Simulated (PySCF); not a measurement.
PySCF 2.14 output of an unrestricted PBE0 calculation on a single atom or ion in x2c-SVPall (6s4p5d1f, 50 functions), with the spin-free X2C one-electron Hamiltonian (Gaussian nucleus):

```
SCF conv_tol = 1e-09
number electrons alpha = 19  beta = 18
    C. Adamo and V. Barone.,  J. Chem. Phys. 110, 6158 (1999)
    M. Ernzerhof and G. E. Scuseria.,  J. Chem. Phys. 110, 5029 (1999)
cycle= 1 E= -2980.3863480074  delta_E= -0.00159  |g|= 0.0415  |ddm|= 0.28
cycle= 2 E= -2980.38653130667  delta_E= -0.000183  |g|= 0.0181  |ddm|= 0.0674
cycle= 3 E= -2980.38657075899  delta_E= -3.95e-05  |g|= 0.000174  |ddm|= 0.00882
cycle= 4 E= -2980.38657102433  delta_E= -2.65e-07  |g|= 9.2e-06  |ddm|= 0.00843
cycle= 5 E= -2980.38657102476  delta_E= -4.34e-10  |g|= 1.61e-07  |ddm|= 0.000352
converged SCF energy = -2980.38657102476  <S^2> = 0.75008333  2S+1 = 2.0000833
```

The run itself started from symmetry-adapted Hartree-Fock orbitals and held the occupation by maximum overlap, on a logarithmic radial grid, so the iterations belong to that start.

Which element, charge and spin multiplicity is this?

Rb (rubidium, neutral), multiplicity 2; the state was [Kr] 5s1, 2S determinant.
